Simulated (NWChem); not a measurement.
System: GeHSF₃; SMILES [F][Ge]([SH])([F])[F]

```xyz
6

F      0.5991     0.9684    -1.4301
Ge    -0.0145     0.2533     0.0014
F      0.9397     0.9237     1.2574
F     -1.6105     0.8350     0.2001
S     -0.0143    -1.9184    -0.0157
H      1.3384    -1.9539    -0.0406
```
Atoms are numbered in this order, from 1.

Computed with NWChem. Structure relaxed at the PBE0/def2-SVP level. Level M06-L/def2-SVP: energy and gradient on several grids; changes count from the extra-fine grid, which is no exact limit either.

Question: Which is the coarsest grid (xfine; xcoarse; medium; fine; coarse) from which on the energy stays within 100 μHa and each gradient component within 200 μHa/bohr of xfine?

Answer: fine.
```csv
grid,size of the energy change (μHa),largest change of a gradient component (μHa/bohr)
xcoarse,60000,10000
coarse,2000,1000
medium,200,300
fine,20,40
xfine,< 10,< 30
```
